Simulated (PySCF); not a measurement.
# Working out the ionisation energy of Br²⁺

Br²⁺ [Ar] 3d10 4s2 4p3 (4S) → Br³⁺ [Ar] 3d10 4s2 4p2 (3P). Calculation: PySCF 2.14, in def2-TZVPPD (7s6p5d1f, 57 functions); no relativity, point nucleus. Frozen: [Ne]. Energies in hartree (1 hartree = 27.21139 eV):

```csv
part,Br²⁺ (lower),Br³⁺ (upper)
UHF,-2571.258832,-2569.987744
MP2 opposite-spin,-0.170776,-0.161623
MP2 same-spin,-0.084394,-0.071743
```

Task: What does Hartree-Fock give?

Result: (-2569.987744) − (-2571.258832) = 1.271088 hartree = 34.588 eV.

Task: What do MP2 and SCS-MP2 (6/5 opposite-spin, 1/3 same-spin) give?

Result: The opposite-spin parts differ by 0.249 eV and the same-spin parts by 0.344 eV. MP2: 34.588 + (0.249) + (0.344) = 35.181 eV. SCS-MP2: 34.588 + 1.2 × (0.249) + (0.344)/3 = 35.001 eV.

A first-order spin-orbit estimate adds -0.390 eV to MP2 (valence and next inner shell), giving 34.791 eV against 34.871 ± 0.019 eV (measured; NIST Atomic Spectra Database, ionization energies).

The calculation is non-relativistic.

What remains against the reference includes basis incompleteness, the frozen core and correlation beyond second order.
